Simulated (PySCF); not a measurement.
Molecule: `C#CC1=C[C@H]1CC`, C7H8.

Geometry (Å), atoms numbered from 1 in this order:
```xyz
15

C     3.213    0.371    0.280
C     2.204   -0.275    0.156
C     1.021   -0.953   -0.013
C     0.258   -2.013    0.100
C    -0.397   -0.827   -0.527
C    -1.403    0.014    0.232
C    -1.260    1.492   -0.121
H     4.106    0.907    0.400
H     0.134   -3.020    0.412
H    -0.551   -0.819   -1.606
H    -2.414   -0.325   -0.009
H    -1.250   -0.121    1.305
H    -1.418    1.645   -1.187
H    -1.987    2.090    0.425
H    -0.262    1.844    0.131
```

Frames of a GFN2-xTB Langevin trajectory at 300 K; GIAO PBE0/pcSseg-1 shieldings in PySCF 2.14.0 with density-fitted response routines, gas phase, non-relativistic; equivalent atoms averaged within each frame.

Chemical shifts δ = σref − σ; TMS for 13C (σref 186.93) and 1H (σref 31.72), all at this level. The references are static minima.

Task: How do the shifts (ppm) fluctuate along the trajectory?

Result: 
```csv
time (fs),C4,C3,C1,C2,C6,C5,C7,H9,H8,H11
optimised geometry,132.0,120.7,107.9,77.8,36.7,29.2,15.3,7.53,3.99,2.10
250,125.4,122.0,107.6,79.8,34.7,22.0,16.5,7.15,4.13,2.07
425,134.2,123.8,107.5,80.2,37.9,35.3,15.4,7.68,3.59,3.38
625,138.3,115.4,96.3,82.6,38.8,29.8,10.0,8.32,4.03,1.78
800,129.5,119.2,105.6,83.5,41.2,21.5,14.2,7.92,3.85,2.29
1000,129.7,133.3,113.3,76.6,38.5,35.0,22.4,7.34,5.08,2.31
mean of frames,131.4,122.7,106.1,80.5,38.2,28.7,15.7,7.68,4.13,2.37
standard deviation,4.9,6.7,6.2,2.7,2.3,6.7,4.5,0.46,0.57,0.61
```

5 frames give an uncertainty of the mean of about the standard deviation over 2.2 at best, since frames this close in time may not be independent; classical motion lacks zero-point vibration, and the reference would need the same averaging.
